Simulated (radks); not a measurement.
Results of a calculation; reference values are marked as such.
The gallium ion Ga2+ inside a hard spherical wall (all orbitals vanish at R), configuration held at [Ar] 3d10 4s1 and not refilled when levels cross. Level of theory: non-relativistic Kohn-Sham, PBE, spin-polarised, spherical densities, point nucleus; open shells are filled with parallel spins first (a radial shooting solver on a logarithmic mesh with Libxc functionals). Eigenvalues in eV for spin up, with the zero of energy where the potential of the charges vanishes at infinity; a dash marks a level that is unbound or too diffuse for the functional's potential to be trusted. A positive occupied level is held by the wall or, in an anion where self-interaction has pushed it up, behind a barrier. The pressure on the wall is -dE/dV.

R (bohr) = free: E (hartree) -1923.60278; kinetic (hartree) 1922.347; e(3s) -163.50; e(3p) -117.94; e(3d) -39.928; e(4s) -26.247; e(4p, empty) -18.242; e(5s, empty) -; pressure (GPa) 0
R (bohr) = 20: E (hartree) -1923.60278; kinetic (hartree) 1922.347; e(3s) -163.50; e(3p) -117.94; e(3d) -39.928; e(4s) -26.247; e(4p, empty) -18.242; e(5s, empty) -; pressure (GPa) < 0.0001
R (bohr) = 15: E (hartree) -1923.60278; kinetic (hartree) 1922.347; e(3s) -163.50; e(3p) -117.94; e(3d) -39.928; e(4s) -26.247; e(4p, empty) -18.242; e(5s, empty) -; pressure (GPa) < 0.0001
R (bohr) = 12: E (hartree) -1923.60278; kinetic (hartree) 1922.347; e(3s) -163.50; e(3p) -117.94; e(3d) -39.928; e(4s) -26.247; e(4p, empty) -18.242; e(5s, empty) -; pressure (GPa) < 0.0001
R (bohr) = 10: E (hartree) -1923.60278; kinetic (hartree) 1922.347; e(3s) -163.50; e(3p) -117.94; e(3d) -39.928; e(4s) -26.247; e(4p, empty) -18.242; e(5s, empty) -9.215; pressure (GPa) < 0.0001
R (bohr) = 8: E (hartree) -1923.60277; kinetic (hartree) 1922.347; e(3s) -163.50; e(3p) -117.94; e(3d) -39.928; e(4s) -26.247; e(4p, empty) -18.239; e(5s, empty) -8.788; pressure (GPa) 0.000548
R (bohr) = 6: E (hartree) -1923.60215; kinetic (hartree) 1922.355; e(3s) -163.47; e(3p) -117.91; e(3d) -39.901; e(4s) -26.214; e(4p, empty) -18.121; e(5s, empty) -5.970; pressure (GPa) 0.0895
R (bohr) = 5: E (hartree) -1923.59750; kinetic (hartree) 1922.396; e(3s) -163.34; e(3p) -117.78; e(3d) -39.770; e(4s) -26.017; e(4p, empty) -17.637; e(5s, empty) -0.798; pressure (GPa) 1.02
R (bohr) = 4: E (hartree) -1923.56366; kinetic (hartree) 1922.613; e(3s) -162.73; e(3p) -117.18; e(3d) -39.191; e(4s) -24.862; e(4p, empty) -15.538; e(5s, empty) 12.962; pressure (GPa) 11.2
R (bohr) = 2.5: E (hartree) -1922.78019; kinetic (hartree) 1926.081; e(3s) -156.09; e(3p) -110.63; e(3d) -32.543; e(4s) -6.507; e(4p, empty) 8.351; e(5s, empty) 106.95; pressure (GPa) 686
